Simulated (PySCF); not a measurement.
**Polarisability and C₆ of P²⁺ (phosphorus, charge +2)**

[Ne] 3s2 3p1, 2P determinant. All numbers are calculated (PySCF 2.14, the spin-free X2C one-electron Hamiltonian (Gaussian nucleus), in aug-cc-pCVTZ-DK (8s7p5d3f, 75 functions)). Coupled (time-dependent) response in atomic units; α is the mean over directions.

| method | mean α (bohr³) | α xx, yy, zz | C₆ (like pair) | S(−4) |
| --- | --- | --- | --- | --- |
| UHF | 9.505 | 9.736, 9.042, 9.736 | 34.85 | 39.56 |
| PBE | 9.150 | 9.310, 8.831, 9.310 | 32.95 | 35.74 |
| PBE0 | 9.214 | 9.406, 8.830, 9.406 | 33.29 | 36.32 |
| revPBE | 9.238 | 9.409, 8.897, 9.409 | 33.40 | 36.60 |
| wB97X-V | 9.284 | 9.495, 8.863, 9.495 | 33.67 | 36.85 |

S(−4) is the Cauchy moment in α(ω) = α(0) + S(−4) ω² + …

α(iu) at PBE:

| u (hartree) | α(iu) (bohr³) |
| --- | --- |
| 0 | 9.150 |
| 0.0500 | 9.062 |
| 0.100 | 8.807 |
| 0.200 | 7.925 |
| 0.300 | 6.807 |
| 0.500 | 4.728 |
| 0.750 | 3.007 |
| 1.00 | 2.026 |
| 1.50 | 1.093 |
| 2.00 | 0.6953 |
| 3.00 | 0.3731 |
| 5.00 | 0.1790 |

For an ion, C₆ is the dispersion term alone; charge-induced terms of lower order in 1/R come first.

The components differ because the open shell of this determinant is not spherical; for a pure term their mean is the scalar polarisability.
